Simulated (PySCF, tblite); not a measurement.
C7H11PS.
Cartesian coordinates in Å at the GFN2-xTB level; atoms count from 1:
```xyz
20
C7H11PS angstrom
C      3.8696   -0.5068    0.1289
C      2.4533   -0.0697    0.3007
P      1.9280    1.1978    1.3257
C      0.2298    0.9876    0.8923
C     -0.0971    0.0204    0.0028
C     -1.4733   -0.3183   -0.4946
C     -2.3668   -0.7673    0.6636
C     -2.0878    0.8765   -1.2268
S      1.2348   -0.9024   -0.6028
H      4.5217    0.1002    0.7534
H      4.1844   -0.4053   -0.9105
H      3.9900   -1.5538    0.4102
H     -0.5229    1.6225    1.3336
H     -1.3792   -1.1489   -1.2028
H     -1.9241   -1.6160    1.1802
H     -2.4983    0.0407    1.3788
H     -3.3446   -1.0611    0.2896
H     -3.0610    0.6075   -1.6306
H     -1.4471    1.1914   -2.0473
H     -2.2148    1.7156   -0.5473
```

Method: PBE0/pcSseg-1 in PySCF (dipole) on a GFN2-xTB geometry, gas phase.

Take the most abundant isotopes and a rigid rotor. The values belong to one conformer with, in the numbering `[CH3:1][c:2]1[p:3][cH:4][c:5]([CH:6]([CH3:7])[CH3:8])[s:9]1`, C4–C5–C6–C7 -62°.

**Question.** What are A, B and C (cm⁻¹)?

**Answer.** Ia = 217.96, Ib = 660.74, Ic = 767.41 u·Å²; 505379 MHz·u·Å²/I gives 2319, 764.9 and 658.5 MHz, that is A = 0.07734, B = 0.02551, C = 0.02197 cm⁻¹.

**Question.** Classify the top.

**Answer.** An asymmetric top: κ = (2 × 764.9 − 2319 − 658.5)/(2319 − 658.5) = -0.87.

**Question.** What does the inertial defect say?

**Answer.** Not planar: Δ = Ic − Ia − Ib = -111.29 u·Å². For a rigid frame Δ = −2 Σ m c², so Σ m c² = 55.64 u·Å² lies off the ab plane: 17.52 from hydrogen and 38.12 from heavier atoms. The atom farthest from that plane is 2.15 Å away.

**Question.** Give the other two planar moments, Paa and Pbb, and the rms extents of the mass along the axes.

**Answer.** Paa = Σ m a² = (Ib + Ic − Ia)/2 = 605.10 and Pbb = Σ m b² = (Ia + Ic − Ib)/2 = 162.32 u·Å². With the mass M = 158.03 u, the rms extents √(P/M) along a, b and c are 1.96, 1.01, 0.59 Å.

**Question.** Which types of transition are allowed, and where do some lines up to J = 5 fall?

**Answer.** The dipole components are |μa| = 1.09 D, |μb| = 1.13 D, |μc| = 0.00 D; the mirror of this Cs structure is the ab plane, so μc vanishes by symmetry and there are no c-type lines. Intensities carry the squares of the components, which stand as 0.94 : 1.00 (a : b). Some lines, for components of 0.1 D or more:

```csv
type,branch,"J(Ka,Kc)",MHz,lower level (cm⁻¹)
a,Q,"4(1,3) ← 4(1,4)",1062,0.510
b,Q,"3(1,2) ← 3(0,3)",1949,0.284
b,Q,"4(1,3) ← 4(0,4)",2202,0.472
a,R,"3(1,3) ← 2(1,2)",4108,0.191
a,R,"3(0,3) ← 2(0,2)",4249,0.142
b,R,"2(1,2) ← 1(0,1)",4294,0.047
b,Q,"3(2,1) ← 3(1,2)",4532,0.349
b,Q,"2(2,0) ← 2(1,1)",4667,0.201
a,R,"4(3,2) ← 3(3,1)",5704,0.767
a,R,"4(1,3) ← 3(1,2)",5895,0.349
a,R,"5(0,5) ← 4(0,4)",7015,0.472
a,R,"5(2,4) ← 4(2,3)",7105,0.689
b,Q,"5(3,2) ← 5(2,3)",7905,0.932
b,Q,"3(3,0) ← 3(2,1)",8012,0.500
b,Q,"4(3,2) ← 4(2,3)",8052,0.689
b,R,"4(2,3) ← 3(1,2)",10195,0.349
b,Q,"5(4,1) ← 5(3,2)",11230,1.196
b,Q,"4(4,0) ← 4(3,1)",11238,0.958
b,R,"3(3,1) ← 2(2,0)",12303,0.357
b,R,"3(3,0) ← 2(2,1)",12308,0.357
b,R,"5(2,3) ← 4(1,4)",12647,0.510
```

Its GFN2-xTB frequencies are all real (lowest 20 cm⁻¹). Zero-point vibration and centrifugal distortion are left out. A rigid rotor knows nothing of internal rotation, which can split or shift real lines.
